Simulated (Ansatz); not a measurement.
C$_{3}$H$_{8}$OSi, SMILES `CC(C)[Si]O`. Charge 0, multiplicity 1. The geometry is a stationary point of PBE0-D4/def2-TZVP. It is one conformer, not always the lowest.

```xyz
13

C     0.127    0.574    1.053
C    -0.527   -0.017   -0.186
C    -0.030    0.653   -1.469
Si   -0.401   -1.925   -0.425
O     0.466   -2.408    0.897
H    -0.271    0.145    1.978
H     1.212    0.416    1.046
H    -0.027    1.656    1.116
H    -1.615    0.154   -0.127
H    -0.497    0.227   -2.362
H     1.053    0.538   -1.583
H    -0.243    1.727   -1.467
H     0.752   -1.740    1.529
```

What is the dipole moment at r2SCAN/def2-TZVPP? (Estimate.)

Computed: 2.54 D, with components (0.20, 2.34, 0.96) D in this frame, pointing from negative to positive charge.

And with PBE, B3LYP, ωB97M-V? (Best estimate.)

The calculation gave: PBE 2.44 D, B3LYP 2.39 D, ωB97M-V 2.34 D.

Give the Mulliken charges with r2SCAN, PBE, ωB97M-V in def2-TZVPP. (Best estimate.)

Computed: 
| atom | r2SCAN | PBE | ωB97M-V |
| --- | --- | --- | --- |
| C1 | -0.20 | -0.30 | -0.40 |
| C2 | -0.04 | -0.05 | -0.14 |
| C3 | -0.16 | -0.27 | -0.34 |
| Si4 | 0.29 | 0.21 | 0.28 |
| O5 | -0.38 | -0.31 | -0.34 |
| H6 | 0.05 | 0.08 | 0.11 |
| H7 | 0.05 | 0.08 | 0.11 |
| H8 | 0.05 | 0.08 | 0.11 |
| H9 | 0.01 | 0.05 | 0.08 |
| H10 | 0.06 | 0.09 | 0.12 |
| H11 | 0.05 | 0.08 | 0.11 |
| H12 | 0.04 | 0.08 | 0.11 |
| H13 | 0.20 | 0.18 | 0.18 |

B3LYP here is the variant with VWN-RPA as its local correlation; programs differ in this.
